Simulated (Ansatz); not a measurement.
Consider the ligand exchange at the Si–S bond: `C#CSS[SiH2]C` + `C=CS` → `C=CS[SiH2]C` + `C#CSS`.

Program: Ansatz. Geometries: PBE0-D4/def2-TZVP. ΔE: electronic, gas phase. CCSD(T)/CBS adds triple-zeta CCSD(T) − MP2 to the extrapolated MP2 energy (def2 sets, frozen cores). This one scheme is used for every species. One conformer a species, not always the lowest.

```tsv
species	CCSD(T)/CBS(def2) energy (Eh)
`C#CSS[SiH2]C`	-1202.35822
`C=CS`	-476.25541
`C=CS[SiH2]C`	-805.83500
`C#CSS`	-872.77690
```

(1) Work out ΔE.

Largest T1 diagnostic among the species: 0.014.

## Answers

(1) ΔE = (-805.83500) + (-872.77690) − (-1202.35822) − (-476.25541) = 0.00173 Eh = +0.05 eV.

In def2-TZVPP, CCSD(T) changes the Hartree–Fock value by +0.04 eV (the triples alone add +0.01 eV) and MP2 by +0.05 eV.
